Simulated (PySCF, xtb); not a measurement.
CH3BClFO. Atoms are numbered in the order given.

```xyz
8

B      0.4768     0.3032    -0.0281
F      1.5161     1.1112     0.1007
Cl    -0.7960     0.3870     1.2055
O      0.4405    -0.5279    -1.0731
C     -0.5824    -1.4585    -1.3771
H     -1.0013    -1.2129    -2.3643
H     -0.1406    -2.4649    -1.4232
H     -1.3849    -1.4438    -0.6242
```
Charge 0, spin multiplicity 1.

Geometry optimised at r2SCAN-D4/def2-SVP. Other conformers were not sampled.

Calculation: IEF-PCM-B3LYP/def2-SVP in PySCF.

The values are the electrostatic part of the solvation free energy, E(continuum) − E(gas) at the gas-phase geometry, in a cavity of scaled van der Waals radii (PySCF's table); cavitation and dispersion terms are not included. In vacuum the orbital gap is 9.46 eV. The dipole moment in vacuum is 2.41 D.

Problem. Estimate the values in water (ε = 78.36), dichloromethane (ε = 8.93), ethylethanoate (ε = 5.99). (Estimate from the structure and the level; the computed values follow.)

Solution. 
```tsv
solvent	ε	ΔG(elec) (kcal/mol)	dipole (D)	gap (eV)
water	78.36	-2.6	2.86	9.37
dichloromethane	8.93	-2.3	2.80	9.39
ethylethanoate	5.99	-2.1	2.77	9.39
```

For comparison, GFN2-xTB/ALPB(water) (xtb, at the GFN2-xTB geometry, all terms of that model) gives -3.1 kcal/mol.
